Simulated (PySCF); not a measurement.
**Assigning NMR signals**

Geometry:
```json
{"atom": "N1", "x (Å)": "3.306", "y (Å)": "0.846", "z (Å)": "0.883"}
{"atom": "C2", "x (Å)": "2.733", "y (Å)": "0.003", "z (Å)": "0.146"}
{"atom": "Si3", "x (Å)": "0.999", "y (Å)": "0.110", "z (Å)": "-0.612"}
{"atom": "O4", "x (Å)": "0.260", "y (Å)": "-1.339", "z (Å)": "-0.500"}
{"atom": "C5", "x (Å)": "-1.092", "y (Å)": "-1.446", "z (Å)": "-0.130"}
{"atom": "C6", "x (Å)": "-1.852", "y (Å)": "-0.132", "z (Å)": "-0.267"}
{"atom": "C7", "x (Å)": "-1.212", "y (Å)": "0.961", "z (Å)": "0.581"}
{"atom": "O8", "x (Å)": "0.133", "y (Å)": "1.195", "z (Å)": "0.247"}
{"atom": "H9", "x (Å)": "2.726", "y (Å)": "1.652", "z (Å)": "1.120"}
{"atom": "H10", "x (Å)": "3.343", "y (Å)": "-0.859", "z (Å)": "-0.119"}
{"atom": "H11", "x (Å)": "1.049", "y (Å)": "0.532", "z (Å)": "-2.014"}
{"atom": "H12", "x (Å)": "-1.542", "y (Å)": "-2.212", "z (Å)": "-0.772"}
{"atom": "H13", "x (Å)": "-1.135", "y (Å)": "-1.794", "z (Å)": "0.910"}
{"atom": "H14", "x (Å)": "-2.887", "y (Å)": "-0.275", "z (Å)": "0.043"}
{"atom": "H15", "x (Å)": "-1.831", "y (Å)": "0.178", "z (Å)": "-1.313"}
{"atom": "H16", "x (Å)": "-1.259", "y (Å)": "0.685", "z (Å)": "1.642"}
{"atom": "H17", "x (Å)": "-1.747", "y (Å)": "1.908", "z (Å)": "0.444"}
```

PySCF 2.14.0 with density-fitted response routines calculation with structure optimised with GFN2-xTB and PBE0/pcSseg-1 with gauge-including orbitals; one conformer, gas phase, averaged over atoms made equivalent by symmetry, fast rotation or ring inversion, no relativistic terms.

References, each an isolated molecule treated in the same way: TMS for ¹³C (186.93 ppm), ¹H (31.72 ppm).

(1) Assign these signals to the numbered atoms. ¹³C{¹H} NMR (computed): δ 190.5, 68.0, 35.4.

(2) Assign these signals to the numbered atoms. ¹H NMR (500 MHz, computed): δ 13.26 (br s, 1H), 8.91 (d, 1H), 4.88 (m, 1H), 4.64 (m, 2H), 4.42 (m, 2H), 2.28 (m, 1H), 1.44 (m, 1H).

## Answers

(1) 
190.5 → C2, C=N carbon
68.0 → C5/C7, sp3 CH2 bonded to O: pulled downfield by the heteroatom
35.4 → C6, sp3 CH2 in a ring: saturated and bonded to C and H only

(2) 
13.26 → H9, hydrogen on an imine nitrogen: exchangeable; this is the value without hydrogen bonding to other molecules
8.91 → H10, hydrogen on a C=N carbon
4.88 → H11, hydrogen on a silicon bonded to C, 2 O, in a 6-membered ring
4.64 → H12/H17, hydrogen on an sp3 CH2 bonded to O: its carbon carries O, hence the downfield position
4.42 → H13/H16, hydrogen on an sp3 CH2 bonded to O
2.28 → H15, hydrogen on an sp3 CH2 in a ring
1.44 → H14, hydrogen on an sp3 CH2 in a ring

Exchangeable OH/NH protons stand at their gas-phase positions; hydrogen bonding in a real sample shifts them, mostly to higher δ. Shifts are as computed. Against solution values, carbons near 30 ppm lie about +3 ppm off and those near 130 ppm about +5 ppm. Of 1211 compounds with measured shifts, 218 miss one by over three times the rms of a fit or turn the order of signals round; such compounds aren't used in these exercises. Multiplicities follow the n + 1 count of equivalent neighbours, as no J values were calculated; m marks all less simple cases, F and P coupling included.
